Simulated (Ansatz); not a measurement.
Several settings on one geometry of the cluster GeTe2 (that of the charge 0 singlet, r2SCAN-D4/def2-TZVP). Ansatz on 4 threads of Arm Neoverse V1 on a shared host; times are rough.

```
atom   x (Å)   y (Å)   z (Å)
 Ge1  -0.757  -0.627   1.038
 Te2  -0.725   1.115  -0.839
 Te3   1.481  -0.488  -0.199
```

Totals from different functionals, basis sets or treatments of relativity can't be compared as stabilities.

DK, ANO-RCC and x2c sets are all-electron and run with scalar relativity unless a key says otherwise. In the def2 sets Te takes a core potential; there is no spin–orbit coupling. B3LYP takes the VWN-RPA correlation.

(1) Give the basis size and estimate the energy, ⟨S²⟩ and time of these runs.

```
run                   method  charge    state                                  further keys
  1       RKS B3LYP/def2-SVP       0  singlet                                             –
  2  RKS BHLYP-D4/def2-TZVPP       0  singlet  scf: {lower_state_search: off}; forces asked
  3    RKS PBE0/x2c-TZVPPall       0  singlet   scf: {omitted_lower_state_checks: [starts]}
```

## Answers

(1) 
| run | functions | energy (Eh) | ⟨S²⟩ | wall time |
| --- | --- | --- | --- | --- |
| 1 | 84 | -2613.0656 | – | 1.3 s |
| 2 | 148 | -2613.0008 | – | 2.6 s |
| 3 | 168 | -15685.7572 | – | 5.5 s |
